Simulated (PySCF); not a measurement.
## Assigning NMR signals

Bonds (- single, = double, # triple, : aromatic): C1#C2, C2-C3, C3=C4, C4-F5, C4-Si6, Si6-O7, O7-C8, C8-O9, O9-C10, C8-C3. C1 carries H11; Si6 carries H12, H13; C8 carries H14; C10 carries H15, H16, H17. Stereochemistry as in C#CC1=C(F)[SiH2]O[C@@H]1OC. H13 is cis to O9 on the ring; H12 is trans to O9 on the ring.

- structure optimised with GFN2-xTB
- PBE0/pcSseg-1 with gauge-including orbitals
- program: PySCF
- one conformer, fast rotation and ring inversion assumed for equivalent nuclei, non-relativistic, no solvent

References, each an isolated molecule treated in the same way: TMS for ¹³C, ¹H.

(1) Assign these signals to the numbered atoms. ¹³C{¹H} NMR (computed): δ 187.0, 127.1, 108.6, 101.0, 77.7, 57.8.

(2) Assign these signals to the numbered atoms. ¹H NMR (300 MHz, computed): δ 5.55 (s, 1H), 5.41 (m, 1H), 5.23 (m, 1H), 3.72 (s, 3H), 3.33 (s, 1H).

Answers

(1) 
187.0 → C4, fully substituted alkene carbon
127.1 → C3, fully substituted alkene carbon: the olefinic region
108.6 → C8, sp3 carbon bearing two oxygens: 2 electronegative neighbours deshield it
101.0 → C1, terminal alkyne carbon: the triple bond shields along its axis, which puts it between sp3 and sp2 carbons
77.7 → C2, alkyne carbon: the triple bond shields along its axis, which puts it between sp3 and sp2 carbons
57.8 → C10, methyl carbon bonded to O: the inductive effect lowers its shielding

(2) 
5.55 → H14, hydrogen on an sp3 carbon bearing two oxygens: its carbon carries O, hence the downfield position
5.41 → H13, hydrogen on a silicon bonded to C, O, in a 5-membered ring
5.23 → H12, hydrogen on a silicon bonded to C, O, in a 5-membered ring
3.72 → H15/H16/H17, hydrogen on a methyl carbon bonded to O: its carbon carries O, an electronegative neighbour
3.33 → H11, hydrogen on a terminal alkyne carbon: it lies on the axis of the triple bond, in its shielding cone

Splittings by ¹⁹F in the carbon and heteronuclear signals aren't shown, as no couplings were computed. Shifts are as computed. Against solution values, carbons near 30 ppm lie about +3 ppm off and those near 130 ppm about +5 ppm. Of 1309 compounds with measured shifts, 239 miss one by over three times the rms of a fit or turn the order of signals round; such compounds aren't used in these exercises. No couplings were computed; multiplicities are counted from neighbouring protons, with m where these are inequivalent, close in shift, in a saturated or five-membered ring or joined by F or P, and br s for small geminal =CH2 splittings.
